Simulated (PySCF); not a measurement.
Basis-set dependence of BeSe at CCSD

PySCF, RHF reference; singlet, unpaired electrons none; De to Be + Se without counterpoise correction. Frozen cores follow the default of each basis and core potential.

```tsv
basis	relativity	functions	Re (Å)	ωe (cm⁻¹)	De (eV)	frozen orbitals
cc-pVDZ/cc-pVDZ-PP	scalar-relativistic core potentials	37	1.886	850	2.05	4
def2-SVP	no relativity	41	1.896	835	1.82	9
aug-cc-pVDZ/aug-cc-pVDZ-PP	scalar-relativistic core potentials	55	1.887	841	2.13	4
def2-TZVPP	no relativity	67	1.881	838	2.16	9
```

(1) How does each smaller set differ from the one with most functions, def2-TZVPP?

Correlated steps freeze the inner cores (4 to 9 orbitals); shallow outer-core shells are correlated. Correlated levels converge slowly with the basis: in double zeta they bind strong bonds too weakly, by up to about 1 eV, and carry superposition errors of some tenths. Where the molecule has an RHF reference, its open-shell atoms are computed with UHF. The CCSD T1 diagnostic is raised in BeSe, a sign that a single reference may not be enough there.

Answers

(1) cc-pVDZ/cc-pVDZ-PP: +0.5 pm, +1.4 % in ωe, -0.11 eV in De; def2-SVP: +1.5 pm, -0.4 % in ωe, -0.34 eV in De; aug-cc-pVDZ/aug-cc-pVDZ-PP: +0.6 pm, +0.4 % in ωe, -0.03 eV in De. All at CCSD; the set with most functions is neither the basis-set limit nor always the best. The rows treat relativity differently, so the differences are not basis effects alone.
